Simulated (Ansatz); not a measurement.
Input (X2C-CCSDT(Q)/cc-pwCVQZ-DK; Ansatz, an electronic-structure program): The .json basis holds the Basis Set Exchange's core-valence set for the 3d metal and cc-pVXZ-DK of the same size for its partners.

Ansatz 0.2 input:
```yaml
crystal:
  periodic: [false, false, false]
  atoms:
    - {symbol: Sc, position_ang: [0.00000000, 0.00000000, 0.00000000]}
basis:
  gaussian:
    orbitals: cc-pwCVQZ-DK.json
magnetization: {spin_polarized: true, initial_magnetization: 1}
correlation: {method: ccsdt_q, frozen_orbitals: {Sc: 5}}
scf: {lower_state_search: full}
```

Output:

```
mean field evaluation 1536: about -20769.2251 eV, gradient 4.9e0 eV
mean field evaluation 1568: about -20768.9472 eV, gradient 3.6e-4 eV
mean field evaluation 1600: about -20768.6967 eV, gradient 4.2e-1 eV
mean field evaluation 1632: about -20768.9040 eV, gradient 2.6e-1 eV
mean field evaluation 1664: about -20767.8174 eV, gradient 7.0e0 eV
mean field evaluation 1696: about -20767.9904 eV, gradient 6.2e-3 eV
mean field evaluation 1728: about -20767.8149 eV, gradient 2.0e-2 eV
mean field evaluation 1760: about -20767.9849 eV, gradient 2.7e-1 eV
mean field evaluation 1792: about -20767.1345 eV, gradient 1.0e-3 eV
mean field evaluation 1824: about -20767.7038 eV, gradient 3.6e-1 eV
mean field evaluation 1856: about -20767.3717 eV, gradient 3.2e0 eV
mean field evaluation 1888: about -20764.6862 eV, gradient 6.9e0 eV
mean field evaluation 1920: about -20767.7072 eV, gradient 2.6e-4 eV
mean field -20770.13689872 eV, -763.2884525234 hartree, gradient 1.6e-6 eV, S^2 0.899934; 39 other end points of the search recorded, 0 dependent functions left out
determinant -20770.13689872 eV, -763.2884525234 hartree, with singles and doubles -20780.43315592 eV, -763.6668329966 hartree
determinant -20770.13055769 eV, -763.2882194948 hartree, with singles and doubles -20780.44923599 eV, -763.6674239281 hartree
determinant -20770.12694183 eV, -763.2880866145 hartree, with singles and doubles -20780.45042779 eV, -763.6674677261 hartree
determinant -20768.94722633 eV, -763.2447328694 hartree, with singles and doubles -20778.36125876 eV, -763.5906921804 hartree
determinant -20768.56841771 eV, -763.2308119095 hartree, with singles and doubles -20778.07226264 eV, -763.5800717688 hartree
determinant -20768.46632330 eV, -763.2270600091 hartree, with singles and doubles -20778.67788501 eV, -763.6023279804 hartree
determinant -20768.23353298 eV, -763.2185051227 hartree, with singles and doubles -20778.53941650 eV, -763.5972393563 hartree
determinant -20768.19084012 eV, -763.2169361889 hartree, with singles and doubles -20778.51913040 eV, -763.5964938563 hartree
determinant -20768.14267541 eV, -763.2151661685 hartree, with singles and doubles -20778.48250752 eV, -763.5951479900 hartree
determinant -20768.08186029 eV, -763.2129312540 hartree, with singles and doubles -20778.41363476 eV, -763.5926169629 hartree
determinant -20767.99038039 eV, -763.2095694300 hartree, with singles and doubles -20778.12408610 eV, -763.5819762459 hartree
determinant -20767.81486421 eV, -763.2031193292 hartree, with singles and doubles -20777.91888781 eV, -763.5744353478 hartree
determinant -20767.73805864 eV, -763.2002967765 hartree, with singles and doubles -20777.92053962 eV, -763.5744960508 hartree
determinant -20767.73770841 eV, -763.2002839057 hartree, with singles and doubles -20777.93134453 eV, -763.5748931239 hartree
determinant -20767.72145492 eV, -763.1996866013 hartree, with singles and doubles -20777.98093226 eV, -763.5767154392 hartree
determinant -20767.71701127 eV, -763.1995232998 hartree, with singles and doubles -20778.04473389 eV, -763.5790601059 hartree
determinant -20767.70715489 eV, -763.1991610847 hartree, with singles and doubles -20778.05319903 eV, -763.5793711940 hartree
determinant -20767.58823069 eV, -763.1947907009 hartree, with singles and doubles -20778.07930417 eV, -763.5803305404 hartree
determinant -20767.25261071 eV, -763.1824568941 hartree, with singles and doubles -20777.58145664 eV, -763.5620349809 hartree
determinant -20767.13452717 eV, -763.1781174040 hartree, with singles and doubles -20777.84087661 eV, -763.5715684892 hartree
determinant -20767.10958213 eV, -763.1772006907 hartree, with singles and doubles -20777.80643102 eV, -763.5703026370 hartree
determinant -20770.13689872 eV, -763.2884525234 hartree, with singles and doubles -20780.31034451 eV, -763.6623197606 hartree
determinant -20770.13055769 eV, -763.2882194948 hartree, with singles and doubles -20780.31408886 eV, -763.6624573628 hartree
determinant -20770.12694183 eV, -763.2880866145 hartree, with singles and doubles -20780.31311920 eV, -763.6624217284 hartree
5 core orbitals not correlated
reference -20770.13055769 eV, -763.2882194948 hartree; 6, 5 occupied and 138, 139 virtual orbitals, 1497 factors
second order -9.61467497 eV of doubles, -0.00000000 eV of singles
coupled cluster: 11.63 GiB planned
cycle   1  -9.93737265 eV  change   -3.2e-1 eV  update   9.0e-2
cycle   2  -10.43723009 eV  change   -5.0e-1 eV  update   4.1e-2
cycle   3  -10.62769990 eV  change   -1.9e-1 eV  update   2.2e-2
cycle   4  -10.54125383 eV  change    8.6e-2 eV  update   7.6e-3
cycle   5  -10.55279708 eV  change   -1.2e-2 eV  update   4.7e-3
cycle   6  -10.57384164 eV  change   -2.1e-2 eV  update   3.5e-3
cycle   7  -10.57225097 eV  change    1.6e-3 eV  update   2.5e-3
cycle   8  -10.57171272 eV  change    5.4e-4 eV  update   1.9e-3
cycle   9  -10.57187439 eV  change   -1.6e-4 eV  update   1.2e-3
cycle  10  -10.57088895 eV  change    9.9e-4 eV  update   6.0e-4
cycle  11  -10.57259032 eV  change   -1.7e-3 eV  update   3.7e-4
cycle  12  -10.57256073 eV  change    3.0e-5 eV  update   2.7e-4
cycle  13  -10.57242479 eV  change    1.4e-4 eV  update   1.9e-4
cycle  14  -10.57250135 eV  change   -7.7e-5 eV  update   1.3e-4
cycle  15  -10.57244521 eV  change    5.6e-5 eV  update   9.3e-5
cycle  16  -10.57253109 eV  change   -8.6e-5 eV  update   6.1e-5
cycle  17  -10.57253936 eV  change   -8.3e-6 eV  update   3.8e-5
cycle  18  -10.57247068 eV  change    6.9e-5 eV  update   2.1e-5
cycle  19  -10.57245732 eV  change    1.3e-5 eV  update   1.3e-5
cycle  20  -10.57245997 eV  change   -2.7e-6 eV  update   8.2e-6
cycle  21  -10.57245804 eV  change    1.9e-6 eV  update   4.8e-6
cycle  22  -10.57246393 eV  change   -5.9e-6 eV  update   3.1e-6
cycle  23  -10.57246359 eV  change    3.4e-7 eV  update   2.3e-6
cycle  24  -10.57245915 eV  change    4.4e-6 eV  update   1.6e-6
cycle  25  -10.57245949 eV  change   -3.5e-7 eV  update   1.1e-6
perturbative correction -0.01897839 eV, -0.0006974429 hartree
Total energy: -20780.72199557 eV, -763.6774476579 hartree
Relativity: scalar
```

 The run finds its determinant to be a saddle point of the SCF energy.
